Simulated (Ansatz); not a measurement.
Frontier orbitals of BrH2MgN (`[NH2][Mg][Br]`).

Charge 0, multiplicity 1. Correlated methods include outer-core shells of Br, Mg, which these sets cover unevenly. Scalar relativity is left out up to krypton. Geometry: relaxed with PBE0-D4/def2-TZVP. It is one conformer, not always the lowest. Basis def2-TZVPP, Ansatz 0.2.0.

Compute the vertical ionisation energy as the energy of the cation minus that of the neutral molecule, at each level. (An estimate is asked.)

Computed: 
```
               level  IE (eV)  difference from CCSD(T)/def2-TZVPP
   PBE-D4/def2-TZVPP     8.81                               -0.31
r2SCAN-D4/def2-TZVPP     8.87                               -0.25
  PBE0-D4/def2-TZVPP     9.04                               -0.08
 B3LYP-D4/def2-TZVPP     9.08                               -0.04
  ωB97X-V/def2-TZVPP     9.24                                0.11
  ωB97M-V/def2-TZVPP     9.24                                0.12
   B2PLYP/def2-TZVPP     9.17                                0.05
       HF/def2-TZVPP     7.64                               -1.48
      MP2/def2-TZVPP     9.29                                0.16
     CCSD/def2-TZVPP     9.03                               -0.09
  CCSD(T)/def2-TZVPP     9.12                                0.00
       HF/def2-QZVPP     7.65                               -1.47
      MP2/def2-QZVPP     9.41                                0.28
```

B3LYP here is the variant with VWN-RPA as its local correlation; programs differ in this.
